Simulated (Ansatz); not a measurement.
The same redistribution along the group O, S, Se.

Program: Ansatz. Geometries: PBE0-D4/def2-TZVP. ΔE: electronic, gas phase. CBS: MP2 limit from def2 TZ/QZ plus the TZ coupled-cluster correction, frozen cores. DFT in def2-TZVPP. For Se outer-core shells are correlated without core-valence functions, which leaves a few kJ/mol of doubt a bond. Scalar relativity is left out up to krypton. Each species was taken in one conformer, which may not be the lowest.

```
                                                         reaction  PBE-D4 (kcal/mol)  CCSD/CBS(def2) (kcal/mol)  PBE0-D4 (kcal/mol)
        `O[SiH2][SiH3]` + `CNB(C)C` → `CB(C)O` + `CN[SiH2][SiH3]`                7.6                        8.2                 7.5
        `[SiH3][SiH2]S` + `CNB(C)C` → `CB(C)S` + `CN[SiH2][SiH3]`               14.9                       14.9                15.1
`[SiH3][SiH2][SeH]` + `CNB(C)C` → `CB(C)[SeH]` + `CN[SiH2][SiH3]`               18.8                       18.0                18.9
```

Problem. Give the CCSD(T)/CBS values in the same order. (An estimate is asked.)

Solution. Ansatz gave: 8.3, 14.9, 18.0 kcal/mol.

Largest T1 diagnostic: 0.012, for `O[SiH2][SiH3]`.
